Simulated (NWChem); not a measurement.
All runs are NWChem calculations. System: GeI, charge 0, spin multiplicity 2, at a geometry optimised with UPBE0/def2-SVP with def2 effective core potentials on I. The structure started from a generated list of species. Its SCF solution wasn't tested for a lower state. Level: UHF/def2-SVP with def2 effective core potentials on I.

Job file:

```
start mol
memory heap 200 mb stack 900 mb global 1100 mb
geometry units angstroms nocenter noautoz
  Ge     0.000000     0.000000     1.579643
  I      0.000000     0.000000    -0.953747
  symmetry group C2v
end
basis spherical
  * library def2-svp
end
ecp
  I library def2-ecp
end
scf
  uhf
  nopen 1
  maxiter 100
  thresh 1e-7
  semidirect memsize 60000000 filesize 0
  # guess.movecs holds the orbitals of an unrestricted PBE0 run
  vectors input guess.movecs output mol.movecs
end
task scf energy
```

NWChem printed:

```
             Northwest Computational Chemistry Package (NWChem) 7.3.0
             --------------------------------------------------------

                                NWChem Input Module
                                -------------------

 Scaling coordinates for geometry "geometry" by  1.889725989
 (inverse scale =  0.529177249)

 Turning off AUTOSYM since
 SYMMETRY directive was detected!

                             Geometry "geometry" -> ""
                             -------------------------

 Output coordinates in angstroms (scale by  1.889725989 to convert to a.u.)

  No.       Tag          Charge          X              Y              Z
 ---- ---------------- ---------- -------------- -------------- --------------
    1 Ge                  32.0000     0.00000000     0.00000000     1.57964300
    2 I                   53.0000     0.00000000     0.00000000    -0.95374700

 Effective nuclear repulsion energy (a.u.)     354.2623181995

            Nuclear Dipole moment (a.u.)
            ----------------------------
        X                 Y               Z
 ---------------- ---------------- ----------------
     0.0000000000     0.0000000000    -0.0000283459

      Symmetry information
      --------------------

 Group name             C2v
 Group number             16
 Group order               4
 No. of unique centers     2

      Symmetry unique atoms

     1    2


 Summary of "ao basis" -> "" (spherical)
 ------------------------------------------------------------------------------
       Tag                 Description            Shells   Functions and Types
 ---------------- ------------------------------  ------  ---------------------
 *                          def2-svp                  on all atoms

 Summary of "ao basis" -> "ao basis" (spherical)
 ------------------------------------------------------------------------------
       Tag                 Description            Shells   Functions and Types
 ---------------- ------------------------------  ------  ---------------------
 Ge                         def2-svp                12       32   5s4p3d
 I                          def2-svp                10       26   4s4p2d

                                 NWChem SCF Module
                                 -----------------

  ao basis        = "ao basis"
  functions       =    58
  atoms           =     2
  alpha electrons =    29
  beta  electrons =    28
  charge          =   0.00
  wavefunction    = UHF
  use symmetry    = T
  symmetry adapt  = T

 Summary of "ao basis" -> "ao basis" (spherical)
 ------------------------------------------------------------------------------
       Tag                 Description            Shells   Functions and Types
 ---------------- ------------------------------  ------  ---------------------
 Ge                         def2-svp                12       32   5s4p3d
 I                          def2-svp                10       26   4s4p2d

      Symmetry analysis of basis
      --------------------------

        a1         27
        a2          5
        b1         13
        b2         13

 Forming initial guess at       0.0s

   Symmetry analysis of molecular orbitals - initial alpha
   -------------------------------------------------------

  Numbering of irreducible representations:

     1 a1          2 a2          3 b1          4 b2

  Orbital symmetries:

     1 a1          2 a1          3 b1          4 a1          5 b2
     6 a1          7 a1          8 a1          9 b1         10 b2
    11 b1         12 a1         13 b2         14 a1         15 b1
    16 b2         17 a2         18 a1         19 a1         20 b1
    21 a2         22 a1         23 b2         24 a1         25 a1
    26 a1         27 b2         28 b1         29 b2         30 b1
    31 a1         32 a1         33 a1         34 b2         35 b1
    36 a1         37 b2         38 b1         39 a2

   Symmetry analysis of molecular orbitals - initial beta
   ------------------------------------------------------

  Numbering of irreducible representations:

     1 a1          2 a2          3 b1          4 b2

  Orbital symmetries:

     1 a1          2 a1          3 b1          4 a1          5 b2
     6 a1          7 a1          8 a1          9 b1         10 b2
    11 b1         12 a1         13 b2         14 a1         15 b1
    16 b2         17 a2         18 a1         19 a1         20 b1
    21 a2         22 b2         23 a1         24 a1         25 a1
    26 a1         27 b1         28 b2         29 b1         30 b2
    31 a1         32 a1         33 a1         34 b1         35 b2
    36 a1         37 b1         38 b2         39 a2

 Starting SCF solution at       0.0s

 ----------------------------------------------
         Quadratically convergent UHF

 Convergence threshold     :          1.000E-07
 Maximum no. of iterations :          100
 Integral*density screening:          1.000E-09
 ----------------------------------------------

              iter       energy          gnorm     gmax       time
             ----- ------------------- --------- --------- --------
                 1    -2371.7584665196  3.53D-01  5.62D-02      0.5
                 2    -2371.7734037646  2.33D-02  5.16D-03      0.5
                 3    -2371.7736359114  4.58D-04  2.91D-04      0.5
                 4    -2371.7736361262  3.52D-07  1.41D-07      0.6
                 5    -2371.7736361262  6.88D-09  3.24D-09      0.6

       Final UHF  results
       ------------------

         Total SCF energy =  -2371.773636126221
      One electron energy =  -3745.817563815216
[...]
   23   -1.6671
   24   -0.8958
   25   -0.6325
   26   -0.3995
   27   -0.3878
   28   -0.3788
   29   -0.2843
   30   -0.0109
   31    0.0857
   32    0.2459
   33    0.4021
   34    0.4403
   35    0.4540
   36    0.4766
   37    0.4771
   38    0.5032
   39    0.5043

          Final beta eigenvalues
          ----------------------

              1
    1 -405.2399
    2  -52.1691
    3  -46.2693
    4  -46.2683
    5  -46.2655
    6   -7.7268
    7   -7.2234
    8   -5.5799
    9   -5.5742
   10   -5.5713
   11   -5.2022
   12   -5.1982
   13   -5.1874
   14   -2.2748
   15   -2.2728
   16   -2.2702
   17   -2.2646
   18   -2.2644
   19   -1.6759
   20   -1.6745
   21   -1.6685
   22   -1.6635
   23   -1.6632
   24   -0.8900
   25   -0.5705
   26   -0.3796
   27   -0.3731
   28   -0.3723
   29    0.0044
   30    0.0480
   31    0.0999
   32    0.2629
   33    0.4095
   34    0.4581
   35    0.4802
   36    0.4812
   37    0.5104
   38    0.5448
   39    0.5525

                    UHF Final Alpha Molecular Orbital Analysis
                    ------------------------------------------

 Vector   27  Occ=1.000000D+00  E=-3.878221D-01  Symmetry=a1
              MO Center= -8.5D-16, -4.6D-16,  2.2D-01, r^2= 4.1D+00
   Bfn.  Coefficient  Atom+Function         Bfn.  Coefficient  Atom+Function
  ----- ------------  ---------------      ----- ------------  ---------------
    45      0.482447  2 I  pz                48      0.409944  2 I  pz
     4     -0.306018  1 Ge s                 14     -0.271311  1 Ge pz
     5     -0.251066  1 Ge s                 17     -0.196843  1 Ge pz
    42     -0.196777  2 I  pz                 3      0.183958  1 Ge s
    39     -0.161746  2 I  pz                11      0.154646  1 Ge pz

 Vector   28  Occ=1.000000D+00  E=-3.788135D-01  Symmetry=b1
              MO Center=  2.7D-15,  4.9D-16, -7.6D-01, r^2= 2.3D+00
   Bfn.  Coefficient  Atom+Function         Bfn.  Coefficient  Atom+Function
  ----- ------------  ---------------      ----- ------------  ---------------
    43      0.565388  2 I  px                46      0.535098  2 I  px
    40     -0.232529  2 I  px                37     -0.190102  2 I  px

 Vector   29  Occ=1.000000D+00  E=-2.842972D-01  Symmetry=b2
              MO Center= -1.8D-16, -4.8D-16,  1.0D+00, r^2= 3.8D+00
   Bfn.  Coefficient  Atom+Function         Bfn.  Coefficient  Atom+Function
  ----- ------------  ---------------      ----- ------------  ---------------
    16      0.602793  1 Ge py                13      0.458085  1 Ge py
    47     -0.366144  2 I  py                44     -0.303498  2 I  py
    10     -0.243933  1 Ge py

 Vector   30  Occ=0.000000D+00  E=-1.088159D-02  Symmetry=b1
              MO Center= -5.0D-17, -6.0D-18,  1.4D+00, r^2= 3.6D+00
   Bfn.  Coefficient  Atom+Function         Bfn.  Coefficient  Atom+Function
  ----- ------------  ---------------      ----- ------------  ---------------
    15      0.774064  1 Ge px                12      0.344330  1 Ge px
    46     -0.280613  2 I  px                 9     -0.221737  1 Ge px
    43     -0.166514  2 I  px

 Vector   31  Occ=0.000000D+00  E= 8.572283D-02  Symmetry=a1
              MO Center= -1.6D-15, -9.6D-16,  1.0D+00, r^2= 5.5D+00
   Bfn.  Coefficient  Atom+Function         Bfn.  Coefficient  Atom+Function
  ----- ------------  ---------------      ----- ------------  ---------------
    17      1.125746  1 Ge pz                48      0.864978  2 I  pz
    36      0.642006  2 I  s                  5     -0.360444  1 Ge s
     4     -0.324425  1 Ge s                 14      0.293135  1 Ge pz
    45      0.235784  2 I  pz                11     -0.185801  1 Ge pz
    35      0.175535  2 I  s                  3      0.158048  1 Ge s

 Vector   32  Occ=0.000000D+00  E= 2.458563D-01  Symmetry=a1
              MO Center=  1.8D-15,  1.1D-15,  1.3D+00, r^2= 4.7D+00
   Bfn.  Coefficient  Atom+Function         Bfn.  Coefficient  Atom+Function
  ----- ------------  ---------------      ----- ------------  ---------------
     5      2.227964  1 Ge s                  4     -1.892426  1 Ge s
    17     -0.602999  1 Ge pz                36     -0.458879  2 I  s
     3      0.427598  1 Ge s                 48     -0.428434  2 I  pz
    35     -0.239930  2 I  s                 56     -0.167961  2 I  d  0

                     UHF Final Beta Molecular Orbital Analysis
                     -----------------------------------------

 Vector   26  Occ=1.000000D+00  E=-3.795867D-01  Symmetry=b1
              MO Center= -6.0D-14, -3.5D-16, -7.9D-01, r^2= 2.2D+00
   Bfn.  Coefficient  Atom+Function         Bfn.  Coefficient  Atom+Function
  ----- ------------  ---------------      ----- ------------  ---------------
    43      0.571431  2 I  px                46      0.539889  2 I  px
    40     -0.234658  2 I  px                37     -0.191813  2 I  px

 Vector   27  Occ=1.000000D+00  E=-3.730906D-01  Symmetry=a1
              MO Center= -4.0D-18, -4.2D-16,  5.0D-01, r^2= 4.3D+00
   Bfn.  Coefficient  Atom+Function         Bfn.  Coefficient  Atom+Function
  ----- ------------  ---------------      ----- ------------  ---------------
    45      0.460120  2 I  pz                 4     -0.400204  1 Ge s
    48      0.393391  2 I  pz                14     -0.266326  1 Ge pz
     5     -0.263800  1 Ge s                  3      0.237456  1 Ge s
    17     -0.206762  1 Ge pz                42     -0.186365  2 I  pz
    11      0.152635  1 Ge pz                39     -0.153161  2 I  pz

 Vector   28  Occ=1.000000D+00  E=-3.723263D-01  Symmetry=b2
              MO Center=  3.3D-16, -2.3D-15, -8.3D-01, r^2= 2.2D+00
   Bfn.  Coefficient  Atom+Function         Bfn.  Coefficient  Atom+Function
  ----- ------------  ---------------      ----- ------------  ---------------
    44      0.579617  2 I  py                47      0.547797  2 I  py
    41     -0.237637  2 I  py                38     -0.194065  2 I  py

 Vector   29  Occ=0.000000D+00  E= 4.427397D-03  Symmetry=b1
              MO Center= -7.6D-14, -3.0D-16,  1.4D+00, r^2= 3.5D+00
   Bfn.  Coefficient  Atom+Function         Bfn.  Coefficient  Atom+Function
  ----- ------------  ---------------      ----- ------------  ---------------
    15      0.784896  1 Ge px                12      0.334707  1 Ge px
    46     -0.266403  2 I  px                 9     -0.219033  1 Ge px
    43     -0.154582  2 I  px

 Vector   30  Occ=0.000000D+00  E= 4.795346D-02  Symmetry=b2
              MO Center=  1.5D-15,  6.8D-14,  1.5D+00, r^2= 3.6D+00
   Bfn.  Coefficient  Atom+Function         Bfn.  Coefficient  Atom+Function
  ----- ------------  ---------------      ----- ------------  ---------------
    16      0.815430  1 Ge py                13      0.300378  1 Ge py
    47     -0.246475  2 I  py                10     -0.208716  1 Ge py

 Vector   31  Occ=0.000000D+00  E= 9.986005D-02  Symmetry=a1
              MO Center= -4.5D-16, -5.1D-16,  9.6D-01, r^2= 5.4D+00
   Bfn.  Coefficient  Atom+Function         Bfn.  Coefficient  Atom+Function
  ----- ------------  ---------------      ----- ------------  ---------------
    17      1.128505  1 Ge pz                48      0.875774  2 I  pz
    36      0.643561  2 I  s                  5     -0.382746  1 Ge s
     4     -0.361137  1 Ge s                 14      0.287453  1 Ge pz
    45      0.218126  2 I  pz                35      0.188532  2 I  s
    11     -0.183420  1 Ge pz                 3      0.182210  1 Ge s

 center of mass
 --------------
 x =   0.00000000 y =   0.00000000 z =  -0.04009260

 moments of inertia (a.u.)
 ------------------
        1070.596823984089           0.000000000000           0.000000000000
           0.000000000000        1070.596823984089           0.000000000000
           0.000000000000           0.000000000000           0.000000000000

  Mulliken analysis of the total density
  --------------------------------------

    Atom       Charge   Shell Charges
 -----------   ------   -------------------------------------------------------
    1 Ge  32    31.72   2.00  2.00  2.00  1.42  0.51  6.00  5.98  0.82  0.93  8.15  1.79  0.13
    2 I   25    25.28   1.83  0.22  1.21  0.71  2.93  3.13  2.57  2.66  9.82  0.21

  Mulliken analysis of the alpha density
  --------------------------------------

    Atom       Charge   Shell Charges
 -----------   ------   -------------------------------------------------------
    1 Ge  32    16.36   1.00  1.00  1.00  0.71  0.27  3.00  2.99  0.62  0.74  4.07  0.90  0.07
    2 I   25    12.64   0.91  0.11  0.60  0.35  1.46  1.56  1.29  1.32  4.91  0.11

   Mulliken analysis of the beta density
   -------------------------------------

    Atom       Charge   Shell Charges
 -----------   ------   -------------------------------------------------------
    1 Ge  32    15.36   1.00  1.00  1.00  0.71  0.24  3.00  2.99  0.20  0.19  4.08  0.89  0.06
    2 I   25    12.64   0.91  0.11  0.60  0.36  1.46  1.56  1.28  1.34  4.91  0.10

   Mulliken analysis of the spin density
   -------------------------------------

    Atom       Charge   Shell Charges
 -----------   ------   -------------------------------------------------------
    1 Ge  32     1.00   0.00  0.00  0.00 -0.00  0.03  0.00  0.00  0.42  0.55 -0.01  0.01  0.01
    2 I   25    -0.00  -0.00  0.00  0.00 -0.00 -0.00  0.00  0.01 -0.02  0.00  0.00

       Multipole analysis of the density wrt the origin
       ------------------------------------------------

     L   x y z        total         alpha         beta         nuclear
     -   - - -        -----         -----         ----         -------
     0   0 0 0      0.000000    -29.000000    -28.000000     57.000000

     1   1 0 0      0.000000     -0.000000      0.000000      0.000000
     1   0 1 0      0.000000      0.000000      0.000000      0.000000
     1   0 0 1      0.740014    -26.250086    -23.474845     50.464945

     2   2 0 0    -31.688498    -16.666502    -15.021996      0.000000
     2   1 1 0      0.000000      0.000000     -0.000000      0.000000
     2   1 0 1     -0.000000     -0.000000     -0.000000      0.000000
     2   0 2 0    -35.165262    -20.398692    -14.766570      0.000000
     2   0 1 1      0.000000     -0.000000      0.000000      0.000000
     2   0 0 2    -32.171433   -204.424325   -194.100945    366.353837

 Task  times  cpu:        0.6s     wall:        0.6s

 Total times  cpu:        0.6s     wall:        0.6s
```
